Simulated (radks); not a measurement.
The numbers below are computed, except where a source is named.
Task: The mean radii <r> (bohr) of the occupied orbitals of an atom or ion are listed with their occupations. Level of theory: scalar-relativistic Kohn-Sham, PBE, spin-unpolarised, spherical densities, point nucleus (a radial shooting solver on a logarithmic mesh with Libxc functionals).

| orbital | occ. | <r> |
|---|---|---|
| 1s | 2 | 0.02363 |
| 2s | 2 | 0.1009 |
| 2p | 6 | 0.08872 |
| 3s | 2 | 0.2641 |
| 3p | 6 | 0.2616 |
| 3d | 10 | 0.2380 |
| 4s | 2 | 0.5577 |
| 4p | 6 | 0.5747 |

Name the element and its charge.

Result: Z = 60, neodymium, charge +24: Nd24+ in [Kr]. The 1s radius gives Z: for a bare nucleus <r> = (2 gamma + 1)/(2Z) with gamma = sqrt(1 - (Z/c)^2), 0.02332 bohr for Z = 60, and screening makes it slightly larger (0.02363 here). The occupations add up to 36, and the charge is Z minus that.
